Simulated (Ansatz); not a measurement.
Reaction (hydrogenolysis of the Si–Cl bond): `CO[Si](O)(Cl)Cl` + H₂ → `CO[SiH](O)Cl` + HCl

Program: Ansatz. Geometries: PBE0-D4/def2-TZVP. ΔE: electronic, gas phase. CBS: MP2 limit from def2 TZ/QZ plus the TZ coupled-cluster correction, frozen cores. This one scheme is used for every species. DFT in def2-TZVPP. B3LYP here is the variant with VWN-RPA as its local correlation; programs differ in this. One conformer a species, not always the lowest.

| level | ΔE (kJ/mol) | difference from CCSD(T)/CBS |
| --- | --- | --- |
| r2SCAN-D4 | 88.0 | 6.5 |
| B3LYP-D4 | 81.4 | -0.1 |
| ωB97X-V | 80.5 | -1.0 |
| ωB97M-V | 83.5 | 2.0 |
| B2PLYP | 75.9 | -5.6 |
| PBE | 75.1 | -6.4 |
| r2SCAN | 86.3 | 4.8 |
| PBE0 | 75.2 | -6.3 |
| HF/def2-TZVPP | 63.9 | -17.6 |
| MP2/def2-TZVPP | 86.6 | 5.1 |
| CCSD/def2-TZVPP | 72.3 | -9.2 |
| HF/def2-QZVPP | 63.7 | -17.8 |
| MP2/def2-QZVPP | 89.4 | 7.9 |
| HF/CBS(def2) | 63.7 | -17.8 |
| MP2/CBS(def2) | 91.5 | 10.0 |
| CCSD/CBS(def2) | 77.2 | -4.3 |
| CCSD(T)/CBS | 81.5 | 0 |

Largest T1 diagnostic among the species: 0.011.

In def2-TZVPP, CCSD(T) changes the Hartree–Fock value by +12.7 kJ/mol (the triples alone add +4.3 kJ/mol) and MP2 by +22.7 kJ/mol. The D4 term adds +12.2 kJ/mol with B3LYP and +6.5 kJ/mol with PBE0; it sums over pairs of atoms, weighted by their polarisabilities, and B3LYP, whose exchange is more repulsive, gets the larger term.
